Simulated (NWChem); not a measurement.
Program: NWChem. System: fluoroethylene carbonate (C$_{3}$H$_{3}$FO$_{3}$), charge 0, spin multiplicity 1, at a geometry optimised with B3LYP/def2-SVP. Level: RHF/def2-SVP.

The NWChem input:

```
start mol
memory heap 200 mb stack 900 mb global 1100 mb
geometry units angstroms nocenter noautoz noautosym
  O      2.288413    -0.019543     0.210222
  C      1.129938     0.091956    -0.007873
  O      0.432146     1.250280    -0.038751
  C     -0.909220     1.004460    -0.442717
  C     -1.042433    -0.515398    -0.306466
  F     -1.648569    -0.839930     0.875048
  O      0.280990    -0.953212    -0.291542
  H     -1.604180     1.529077     0.226782
  H     -1.054330     1.344061    -1.480892
  H     -1.586471    -1.020075    -1.118423
end
basis spherical
  * library def2-svp
end
scf
  rhf
  nopen 0
  maxiter 100
  thresh 1e-7
  semidirect memsize 60000000 filesize 0
end
task scf energy
```

Output (cleaned and shortened):

```
             Northwest Computational Chemistry Package (NWChem) 7.3.0
             --------------------------------------------------------

                                NWChem Input Module
                                -------------------

 Scaling coordinates for geometry "geometry" by  1.889725989
 (inverse scale =  0.529177249)

                             Geometry "geometry" -> ""
                             -------------------------

 Output coordinates in angstroms (scale by  1.889725989 to convert to a.u.)

  No.       Tag          Charge          X              Y              Z
 ---- ---------------- ---------- -------------- -------------- --------------
    1 O                    8.0000     2.28841300    -0.01954300     0.21022200
    2 C                    6.0000     1.12993800     0.09195600    -0.00787300
    3 O                    8.0000     0.43214600     1.25028000    -0.03875100
    4 C                    6.0000    -0.90922000     1.00446000    -0.44271700
    5 C                    6.0000    -1.04243300    -0.51539800    -0.30646600
    6 F                    9.0000    -1.64856900    -0.83993000     0.87504800
    7 O                    8.0000     0.28099000    -0.95321200    -0.29154200
    8 H                    1.0000    -1.60418000     1.52907700     0.22678200
    9 H                    1.0000    -1.05433000     1.34406100    -1.48089200
   10 H                    1.0000    -1.58647100    -1.02007500    -1.11842300

 Effective nuclear repulsion energy (a.u.)     322.6744263572

            Nuclear Dipole moment (a.u.)
            ----------------------------
        X                 Y               Z
 ---------------- ---------------- ----------------
    -0.0000000000     0.0000018897    -0.0000094486


 Summary of "ao basis" -> "" (spherical)
 ------------------------------------------------------------------------------
       Tag                 Description            Shells   Functions and Types
 ---------------- ------------------------------  ------  ---------------------
 *                          def2-svp                  on all atoms

 Summary of "ao basis" -> "ao basis" (spherical)
 ------------------------------------------------------------------------------
       Tag                 Description            Shells   Functions and Types
 ---------------- ------------------------------  ------  ---------------------
 O                          def2-svp                 6       14   3s2p1d
 C                          def2-svp                 6       14   3s2p1d
 F                          def2-svp                 6       14   3s2p1d
 H                          def2-svp                 3        5   2s1p

                                 NWChem SCF Module
                                 -----------------

  ao basis        = "ao basis"
  functions       =   113
  atoms           =    10
  closed shells   =    27
  open shells     =     0
  charge          =   0.00
  wavefunction    = RHF
  use symmetry    = F
  symmetry adapt  = F

 Summary of "ao basis" -> "ao basis" (spherical)
 ------------------------------------------------------------------------------
       Tag                 Description            Shells   Functions and Types
 ---------------- ------------------------------  ------  ---------------------
 O                          def2-svp                 6       14   3s2p1d
 C                          def2-svp                 6       14   3s2p1d
 F                          def2-svp                 6       14   3s2p1d
[...]
                 5     -439.0464511844  5.24D-07  7.32D-08      6.5
                 6     -439.0464511844  3.58D-09  1.06D-09      7.8

       Final RHF  results
       ------------------

         Total SCF energy =   -439.046451184369
      One-electron energy =  -1244.303178924549
      Two-electron energy =    482.582301383009
 Nuclear repulsion energy =    322.674426357170

        Time for solution =      5.6s

             Final eigenvalues
             -----------------

              1
    1  -26.3178
    2  -20.6433
    3  -20.6387
    4  -20.5642
    5  -11.4633
    6  -11.4227
    7  -11.3462
    8   -1.6286
    9   -1.5348
   10   -1.4087
   11   -1.3977
   12   -1.0625
   13   -0.9349
   14   -0.8688
   15   -0.7977
   16   -0.7848
   17   -0.7327
   18   -0.7157
   19   -0.7001
   20   -0.6702
   21   -0.6315
   22   -0.6292
   23   -0.5952
   24   -0.5518
   25   -0.5402
   26   -0.4988
   27   -0.4893
   28    0.1571
   29    0.1918
   30    0.1992
   31    0.2282
   32    0.2305
   33    0.3022
   34    0.3239
   35    0.3459
   36    0.4216
   37    0.4757

                       ROHF Final Molecular Orbital Analysis
                       -------------------------------------

 Vector   25  Occ=2.000000D+00  E=-5.402139D-01
              MO Center=  6.3D-02,  1.9D-03, -2.2D-01, r^2= 2.9D+00
   Bfn.  Coefficient  Atom+Function         Bfn.  Coefficient  Atom+Function
  ----- ------------  ---------------      ----- ------------  ---------------
    90      0.410231   7 O  pz               93      0.323395   7 O  pz
    34     -0.300657   3 O  pz               37     -0.240018   3 O  pz
    48      0.170625   4 C  pz              104     -0.168515   9 H  s
     6     -0.166295   1 O  pz

 Vector   26  Occ=2.000000D+00  E=-4.987882D-01
              MO Center=  1.7D+00,  4.2D-02,  9.4D-02, r^2= 2.0D+00
   Bfn.  Coefficient  Atom+Function         Bfn.  Coefficient  Atom+Function
  ----- ------------  ---------------      ----- ------------  ---------------
     5      0.543582   1 O  py                8      0.380873   1 O  py
     6      0.159786   1 O  pz

 Vector   27  Occ=2.000000D+00  E=-4.893346D-01
              MO Center=  1.2D+00,  3.8D-01,  6.7D-04, r^2= 2.8D+00
   Bfn.  Coefficient  Atom+Function         Bfn.  Coefficient  Atom+Function
  ----- ------------  ---------------      ----- ------------  ---------------
     6      0.390806   1 O  pz               34     -0.329869   3 O  pz
     9      0.301114   1 O  pz               37     -0.276550   3 O  pz
     5     -0.184230   1 O  py               90     -0.177388   7 O  pz

 Vector   28  Occ=0.000000D+00  E= 1.570518D-01
              MO Center= -1.3D+00,  4.4D-01, -1.5D+00, r^2= 4.7D+00
   Bfn.  Coefficient  Atom+Function         Bfn.  Coefficient  Atom+Function
  ----- ------------  ---------------      ----- ------------  ---------------
    45      1.690275   4 C  s               105     -1.535738   9 H  s
   110     -1.315367  10 H  s                59      0.776315   5 C  s
   100     -0.710085   8 H  s                65     -0.441223   5 C  pz
    51     -0.395750   4 C  pz               50      0.347585   4 C  py
    64     -0.317607   5 C  py               63     -0.288044   5 C  px

 Vector   29  Occ=0.000000D+00  E= 1.917800D-01
              MO Center= -6.9D-01,  8.3D-01,  1.7D-01, r^2= 5.6D+00
   Bfn.  Coefficient  Atom+Function         Bfn.  Coefficient  Atom+Function
  ----- ------------  ---------------      ----- ------------  ---------------
    45      1.771632   4 C  s               100     -1.699870   8 H  s
    59     -1.060368   5 C  s               110      0.674189  10 H  s
    49     -0.617579   4 C  px               23     -0.426681   2 C  pz
    51      0.365358   4 C  pz               65      0.341365   5 C  pz
    20     -0.333771   2 C  pz                9      0.286581   1 O  pz

 Vector   30  Occ=0.000000D+00  E= 1.991855D-01
              MO Center= -1.4D-01, -6.3D-02, -4.3D-01, r^2= 5.8D+00
   Bfn.  Coefficient  Atom+Function         Bfn.  Coefficient  Atom+Function
  ----- ------------  ---------------      ----- ------------  ---------------
   110      1.387641  10 H  s                59     -0.930118   5 C  s
   100     -0.888143   8 H  s                45      0.823032   4 C  s
    23      0.511356   2 C  pz               65      0.498902   5 C  pz
    20      0.401297   2 C  pz              105     -0.368901   9 H  s
     9     -0.346796   1 O  pz               49     -0.322717   4 C  px

 center of mass
 --------------
 x =   0.04546745 y =  -0.04774932 z =   0.05754779

 moments of inertia (a.u.)
 ------------------
         346.542435260513         -87.417221161537          35.051329832982
         -87.417221161537         741.560971334066          50.829716965622
          35.051329832982          50.829716965622         919.964760101293

  Mulliken analysis of the total density
  --------------------------------------

    Atom       Charge   Shell Charges
 -----------   ------   -------------------------------------------------------
    1 O    8     8.33   1.99  1.08  0.69  2.81  1.73  0.02
    2 C    6     5.29   1.99  0.89  0.03  1.83  0.35  0.20
    3 O    8     8.51   1.99  1.06  0.75  2.86  1.83  0.02
    4 C    6     5.77   1.99  0.89  0.16  2.00  0.67  0.07
    5 C    6     5.47   1.99  0.90  0.12  1.89  0.46  0.12
    6 F    9     9.35   1.99  1.12  0.82  3.33  2.08  0.01
    7 O    8     8.51   1.99  1.07  0.74  2.86  1.83  0.02
    8 H    1     0.91   0.75  0.14  0.02
    9 H    1     0.92   0.76  0.14  0.02
   10 H    1     0.93   0.77  0.14  0.02

       Multipole analysis of the density wrt the origin
       ------------------------------------------------

     L   x y z        total         open         nuclear
     -   - - -        -----         ----         -------
     0   0 0 0     -0.000000      0.000000     54.000000

     1   1 0 0     -1.796230      0.000000     -0.000000
     1   0 1 0      0.475109      0.000000      0.000002
     1   0 0 1     -1.007171      0.000000     -0.000009

     2   2 0 0    -33.496991      0.000000    335.047520
     2   1 1 0     -1.605850      0.000000     37.138183
     2   1 0 1      1.924923      0.000000     -9.546965
     2   0 2 0    -30.159110      0.000000    139.307995
     2   0 1 1      0.333285      0.000000    -25.138909
     2   0 0 2    -27.274902      0.000000     47.038580

 Task  times  cpu:        7.9s     wall:        7.9s

 Total times  cpu:        7.9s     wall:        7.9s
```
